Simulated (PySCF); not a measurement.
C8H8O, SMILES c1cc(C=C)ccc1O (GFN2-xTB optimised geometry):

```
17

C     -1.010    -2.970    -0.055
C     -1.459    -1.721    -0.003
C     -0.661    -0.503     0.000
C     -1.311     0.731     0.003
C     -0.604     1.917     0.002
C      0.785     1.898     0.000
O      1.528     3.038    -0.002
C      1.451     0.674     0.000
C      0.736    -0.503     0.000
H      0.037    -3.212    -0.104
H     -1.686    -3.807    -0.055
H     -2.529    -1.554     0.038
H     -2.392     0.762     0.005
H     -1.129     2.864     0.003
H      0.945     3.807    -0.002
H      2.529     0.674     0.001
H      1.273    -1.438     0.002
```

Method: PBE/def2-SVP run with PySCF.

Problem. What are the frontier orbital energies and the dipole moment?

Solution. HOMO-2 -6.79 eV, HOMO-1 -6.35 eV, HOMO -5.04 eV, LUMO -1.50 eV, LUMO+1 -1.00 eV; dipole moment 1.64 D.

Meta-Löwdin charges at PBE/def2-SVP: C1 -0.24, C2 -0.09, C3 -0.01, C4 -0.10, C5 -0.17, C6 0.21, O7 -0.41, C8 -0.14, C9 -0.10, H10 0.10, H11 0.11, H12 0.10, H13 0.10, H14 0.10, H15 0.32, H16 0.12, H17 0.11.
